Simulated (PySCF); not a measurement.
GeF₂, SMILES [F][Ge][F] (connectivity only; charge and spin as stated), neutral, multiplicity 1.

Geometry optimised at B3LYP-D3(BJ)/def2-TZVP. The isomer is the one that the SMILES or the coordinates give; other isomers of the formula were not compared.

All values below come from PySCF with M06-2X/def2-TZVPD.

Symmetry labels are those of the subgroup C2v that the program uses (full group C2v).

Computed valence orbital energies around the gap with their symmetry:
| orbital | symmetry | energy (eV) |
|---|---|---|
| HOMO−7 | B2 | -34.89 |
| HOMO−6 | A1 | -17.33 |
| HOMO−5 | B2 | -14.95 |
| HOMO−4 | A1 | -14.40 |
| HOMO−3 | B1 | -14.27 |
| HOMO−2 | A2 | -13.66 |
| HOMO−1 | B2 | -13.38 |
| HOMO | A1 | -10.19 |
| LUMO | B1 | -1.84 |
| LUMO+1 | B2 | 0.37 |
| LUMO+2 | A1 | 0.64 |
| LUMO+3 | A1 | 1.12 |
